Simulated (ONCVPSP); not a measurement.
What one change does to a pseudopotential (oxygen (O), ONCV)

O (Z = 8), optimised norm-conserving Vanderbilt (ONCV), made with ONCVPSP 4.0.1 (PBEsol, scalar-relativistic). Core [He], reference 2s2 2p4. Waves: 2s: rc 0.60 bohr, ncon 4, nbas 7, qcut 9.6 1/bohr, 2 projectors, debl 1.2 Ha; 2p: rc 1.20 bohr, ncon 3, nbas 6, qcut 9.7 1/bohr, 2 projectors, debl 2.3 Ha. Local part: polynomial inside 0.45 bohr (lpopt 5, dvloc0 0 Ha). Core correction: polynomial model core, fcfact 0.15.

All-electron outer shells of the reference configuration (PBEsol, scalar-relativistic, ld1.x):

```csv
shell,level (eV),outermost node (bohr),outermost maximum (bohr)
1s,-512.77,–,0.13
2s,-23.81,0.28,0.87
2p,-8.97,–,0.82
```

Change: p: rc 1.48.

Cutoffs: the cutoffs (Ha) at which the residual kinetic energy of the hardest occupied pseudo-wave falls to 1 and 0.1 mHa per electron; they do not see the model core or the augmentation charge, which bear on the density cutoff. Errors are all-electron minus pseudo energies relative to the spin-unpolarised reference configuration.

Task: What does the change do?

Result: The potential gets neither clearly harder nor softer (268 Ha and 345 Ha → 268 Ha and 345 Ha); both files keep a bound ghost (s); of the 4 tests that both files solve, the error grows in 4 and shrinks in 0 by more than 15 % and 0.3 meV (median size 51.9 → 98.9 meV). More of the atom is replaced by a form fitted at one configuration, so other configurations suffer.

```tsv
quantity	base	changed
cutoff, loose	268 Ha	268 Ha
cutoff, tight	345 Ha	345 Ha
loose cutoff by channel	s 268 Ha, p 35 Ha	s 268 Ha, p 31 Ha
bound ghosts	s	s
GHOST(+) flags under 300 eV	none	none
error for 2s2 2p3, meV [ΔE 16.36 eV]	+9.8	+21
error for 2s2 2p2, meV [ΔE 49.84 eV]	+94	+177
error for 2s2 2p1, meV [ΔE 103.54 eV]	+395	+694
error for 2s2 2p3.5, meV [ΔE 6.25 eV]	+1.0	+3.2
s: phases at 0.61 bohr within 0.05 rad from the reference energy up to (Ha; the scan ends near 5)	to the end of the scan	to the end of the scan
rms error of d²Exc/dni dnj with the model core, mHa	1.24	1.35
```

 A true bound ghost makes a file unfit for plane-wave use even where its test errors are small: the radial tests pick states by their node count and pass the ghost by.
